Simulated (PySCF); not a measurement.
SMILES C[SH+]C (C2H7S (cation, charge +1)), B3LYP/def2-SVP optimised geometry.

```
10

C     -0.79     1.13     0.00
S     -0.34    -0.63     0.00
C      1.49    -0.63     0.00
H     -0.25     1.68    -0.78
H     -1.88     1.18    -0.16
H     -0.55     1.52     1.00
H     -0.56    -0.92    -1.31
H      1.88     0.02    -0.79
H      1.80    -1.68    -0.15
H      1.80    -0.30     1.00
```

Density from B3LYP/def2-TZVP run with PySCF 2.14.0 at that geometry.

Minimum of the electron density along straight lines between bonded atoms, close to the bond critical point (lines longer than 1.1 times the sum of covalent radii, or with two minima, are not listed):

```csv
bond,length / Å,ρ at the minimum / e bohr⁻³,∇²ρ there / e bohr⁻⁵,position (fraction from the first atom)
C1–S2,1.825,0.179,-0.29,0.44
S2–C3,1.825,0.179,-0.29,0.56
C1–H4,1.098,0.279,-0.98,0.66
C1–H5,1.099,0.278,-0.97,0.66
C1–H6,1.099,0.278,-0.97,0.66
S2–H7,1.361,0.221,-0.67,0.67
C3–H8,1.098,0.279,-0.98,0.66
C3–H9,1.099,0.278,-0.97,0.66
C3–H10,1.099,0.278,-0.97,0.66
```
